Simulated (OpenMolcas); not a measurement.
An atom or ion with 21 electrons was computed by MS-CASPT2, IPEA 0.25 Eh, imaginary shift 0.1 Eh with spin-orbit coupling (OpenMolcas, ANO-RCC-VQZP, DKH2). The lowest levels that the run gave, each within 12 % of the measured value where one is at hand:

| J | Parity | E (cm-1) | g |
| --- | --- | --- | --- |
| 3/2 | even | 0.0 | 0.399 |
| 5/2 | even | 363 | 1.029 |
| 7/2 | even | 854 | 1.239 |
| 9/2 | even | 1460 | 1.334 |
| 1/2 | even | 17050 | 2.657 |
| 3/2 | even | 17190 | 1.728 |
| 5/2 | even | 17630 | 1.601 |
| 7/2 | even | 17830 | 0.889 |
| 9/2 | even | 18340 | 1.110 |
| 3/2 | even | 23270 | 1.160 |
| 1/2 | even | 23380 | 0.679 |
| 3/2 | even | 25010 | 0.980 |

Problem. Which ion is it, and what are the configurations and terms?

Solution. Mn4+ (Z = 25, charge +4; active space 3 electrons in 5 orbitals (3d)). J, parity and g give the terms where levels are pure, and mixed ones are named by the computed weights; the size of the splittings, set against known spectra of the 21-electron sequence, gives the charge. In order, with the measured energies in cm-1 (Corliss and Sugar, J. Phys. Chem. Ref. Data 6, 1253 (1977)): 3d3 4F 3/2, 3d3 4F 5/2 (359), 3d3 4F 7/2 (835), 3d3 4F 9/2 (1412), 3d3 4P 1/2 (16434), 3d3 4P 3/2 (16595), 3d3 4P 5/2 (17049), 3d3 2G 7/2 (17892), 3d3 2G 9/2 (18399), 3d3 2P 3/2 [65 %] (22919), 3d3 2P 1/2 (23082), 3d3 2D 3/2(1) [66 %] (24670).

CASPT2 breaks the degeneracy within a term, and the mean is taken; among the terms shown or strongly mixed into the levels shown the widest spread is 1000 cm-1 (3d3 4F). Measured partners are found by configuration, term and J. A level has none where our copy of the source lacks it or the pairing is in doubt (some pairs that miss far off the trend of their configuration count as doubtful), and it then counts in no deviation. Levels of configurations outside the active space are missing.

A share in square brackets marks a mixed level and gives the weight of the term that names it. A number in round brackets counts repeated terms of one configuration in the order of the reference energies.
